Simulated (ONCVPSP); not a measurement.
P (Z = 15), ONCV: configuration errors across variants

P, optimised norm-conserving Vanderbilt (ONCV), made with ONCVPSP 4.0.1 (LDA (Perdew-Zunger), scalar-relativistic). Core [Ne], reference 3s2 3p3. Waves: 3s: rc 1.60 bohr, ncon 4, nbas 8, qcut 4.5 1/bohr, 2 projectors, debl 2 Ha; 3p: rc 1.45 bohr, ncon 4, nbas 8, qcut 6.5 1/bohr, 2 projectors, debl 0.4 Ha; d scattering state at 0.04 Ha: rc 1.65 bohr, ncon 5, nbas 8, qcut 6.1 1/bohr, 2 projectors, debl 3.2 Ha. Local part: polynomial inside 1.20 bohr (lpopt 5, dvloc0 0 Ha). Core correction: polynomial model core, fcfact 0.45.

All-electron excitation energies from the reference (eV): (1) 3s2 3p2 9.821; (2) 3s2 3p1 29.070; (3) 3s2 3p0 58.965; (4) 3s1 3p3 18.893.

A true bound ghost makes a file unfit for plane-wave use even where its test errors are small: the radial tests pick states by their node count and pass the ghost by.

Errors AE − PS in meV (a dash: test not solved or not reliable):

| change | (1) | (2) | (3) | (4) | bound ghosts | GHOST(+) flags above zero |
| --- | --- | --- | --- | --- | --- | --- |
| base | +1.0 | +12 | +52 | +0.4 | none | s |
| local potential polynomial inside 1.20 bohr (lpopt 5, dvloc0 -2 Ha) | +1.0 | +12 | +52 | +0.4 | none | s |
| local potential polynomial inside 1.20 bohr (lpopt 5, dvloc0 -0.5 Ha) | +1.0 | +12 | +52 | +0.4 | none | s |
| local potential polynomial inside 1.20 bohr (lpopt 5, dvloc0 2.5 Ha) | +1.0 | +12 | +52 | +0.4 | none | p |
| local potential polynomial inside 1.20 bohr (lpopt 5, dvloc0 5 Ha) | +1.0 | +12 | +52 | +0.4 | none | p |
| local potential polynomial inside 1.20 bohr (lpopt 5, dvloc0 6.5 Ha) | +1.0 | +12 | +52 | +0.4 | p | none |

(1) Give the same row for: local potential polynomial inside 1.20 bohr (lpopt 5, dvloc0 9 Ha).

Answers

(1) +1.0, +12, +53, +0.3; bound ghosts: p; GHOST(+) flags above zero: none.
